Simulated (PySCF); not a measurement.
# Frontier orbitals and the lowest excitations

Compound: C8H7F.
Geometry (GFN2-xTB, Å), atoms numbered from 1 in this order:
```xyz
16
C8H7F angstrom
F      2.660   -1.277    0.365
C      2.775   -0.182   -0.407
C      1.742    0.565   -0.791
C      0.355    0.373   -0.481
C     -0.690    1.128   -0.871
C     -1.891    0.496   -0.280
C     -1.498   -0.175    1.024
C     -0.254   -0.714    0.350
C     -1.650   -0.998   -0.164
H      3.805    0.009   -0.668
H      1.971    1.420   -1.412
H     -0.698    2.009   -1.482
H     -2.882    0.897   -0.432
H     -1.891   -0.182    2.018
H      0.340   -1.486    0.809
H     -2.202   -1.875   -0.426
```

Computed, not measured: PySCF 2.14.0, density-fitted response routines, TDDFT CAM-B3LYP/def2-SVPD, vertical, gas phase, core orbitals frozen in the response.

Frontier orbitals with the atoms that hold most of them (Löwdin shares over 4%, at most four atoms; ? is withheld):

```json
{"orbital": "LUMO+2", "ε (eV)": "1.82", "atoms": "H13 12%, H16 11%, H14 11%, C7 11%"}
{"orbital": "LUMO+1", "ε (eV)": "1.50", "atoms": "C2 20%, C3 14%, H11 9%, C5 7%"}
{"orbital": "LUMO", "ε (eV)": "0.29", "atoms": "C5 24%, C2 20%, C4 15%, C3 13%"}
{"orbital": "HOMO", "ε (eV)": "-7.08", "atoms": "?"}
{"orbital": "HOMO-1", "ε (eV)": "-9.16", "atoms": "?"}
{"orbital": "HOMO-2", "ε (eV)": "-9.65", "atoms": "C3 22%, C8 17%, C2 14%, C7 9%"}
{"orbital": "HOMO-3", "ε (eV)": "-10.25", "atoms": "C6 26%, C9 15%, C7 15%, C8 12%"}
```

Q: Give the leading atoms of the HOMO-1.

A: C9 (bonded to 3 C and H) 31%; C7 (bonded to 3 C and H) 31%; C8 (bonded to 3 C and H) 8%; C6 (bonded to 3 C and H) 8%.

Q: Which atoms hold the HOMO, and with what shares?

A: C5 (bonded to 2 C and H) 24%; C4 (bonded to 3 C) 19%; C2 (bonded to C, F and H) 15%; C3 (bonded to 2 C and H) 11%.

Q: The HOMO–LUMO gap is 7.38 eV. Where does the response calculation put the lowest singlet, and from which orbitals?

A: S1 is at 4.81 eV (f = 0.337), 2.56 eV below the gap, made of HOMO→LUMO (95%). 

Q: Give energy, strength and leading configuration of S1, S2 and S3, and follow the Löwdin shares of the leading atoms from the occupied to the empty orbital.

A: 
- S1 (4.81 eV, f 0.337), HOMO→LUMO (95%): C5 24% → 24%, C4 19% → 15%, C2 15% → 20%
- S2 (5.83 eV, f 0.0000), HOMO→LUMO+1 (86%): C5 24% → 7%, C4 19% → at most 7%, C2 15% → 20%, C3 11% → 14%
- S3 (5.97 eV, f 0.0000), HOMO-1→LUMO (94%): C9 31% → at most 13%, C7 31% → at most 13%, C5 at most 8% → 24%, C2 at most 8% → 20%

Löwdin shares depend on the basis, the more so with diffuse functions.

One conformer stands for the species.
